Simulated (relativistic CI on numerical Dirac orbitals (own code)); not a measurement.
# Pt⁺ (5d9) in a crystal field

Calculated by Dirac-Coulomb-Breit CI, separate exchange-only KLI orbitals for each configuration, model QED (radiative potential, 1s self-energy scaled to tabulated hydrogen-like ionisation energies), one configuration in a parametric crystal field, unscaled Slater integrals (own radial code).

Field parameters in Wybourne normalisation: D3d B²₀ = −7Dσ, B⁴₀ = −14Dq − 21Dτ, B⁴₃ = −14√(10/7) Dq; Td as Oh with Dq negative (B⁴₀ = 21Dq, B⁴₄ = √(5/14) B⁴₀). The field is a parameter set, without covalency.

S and J are read from ⟨S²⟩ = S(S + 1) and ⟨J²⟩ = J(J + 1) of each level; they are not fictitious spins.

D3d, 10Dq = 30000, Dσ = -1090, Dτ = -230 cm⁻¹, the lowest 5 levels:

| E (cm⁻¹) | Degeneracy | Irrep | S | J |
| --- | --- | --- | --- | --- |
| 0.0 | 2 | Γ5+Γ6 | 0.50 | 2.28 |
| 236 | 2 | Γ4 | 0.50 | 2.27 |
| 25345 | 2 | Γ4 | 0.50 | 2.41 |
| 31662 | 2 | Γ4 | 0.50 | 1.93 |
| 34322 | 2 | Γ5+Γ6 | 0.50 | 1.80 |

Principal g values of the ground doublet: 0.00, 0.00, 2.64.

Td, 10Dq = -13600 cm⁻¹, the lowest 3 levels:

```
E (cm⁻¹)  Degeneracy  Irrep     S     J
     0.0           2     Γ7  0.50  2.50
    4096           4     Γ8  0.50  2.26
   19084           4     Γ8  0.50  1.81
```

Principal g values of the ground doublet: 2.00, 2.00, 2.00.

The free-ion ground term has S = 1/2. Every field shown keeps that spin.

Levels of this model without a field, named by their leading LS term: ²D5/2 0, ²D3/2 9580 cm⁻¹.
